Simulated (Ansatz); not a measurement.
Basis-set extrapolation for C$_{6}$H$_{10}$O$_{2}$, SMILES `CCC(=O)CC(C)=O` (PBE0-D4/def2-TZVP geometry, frozen core, Ansatz). Multiplicity 1, RHF reference.

|  | def2-TZVPP | def2-QZVPP |
| --- | --- | --- |
| HF | -382.915512 | -382.932859 |
| MP2 correlation | -1.458401 | -1.558643 |
| CCSD(T) correlation | -1.572638 | not run |

Energies in hartree. Use E(X) = E(∞) + A·exp(−7.88·√X) for Hartree–Fock and E(X) = E(∞) + B·X^(−2.97) for correlation, with X = 3 and 4, and add CCSD(T) minus MP2 of the smaller set to the MP2 limit.

What is the CCSD(T) energy at the basis-set limit?

HF limit: -382.932859 + (-0.017347) × 0.13774 = -382.93525. MP2 limit: -1.558643 + (-0.100242) × 0.74074 = -1.63290. Higher-order term: -1.572638 − (-1.458401) = -0.11424. Total: -384.68239 hartree, 510.0 kJ/mol below CCSD(T)/def2-TZVPP.
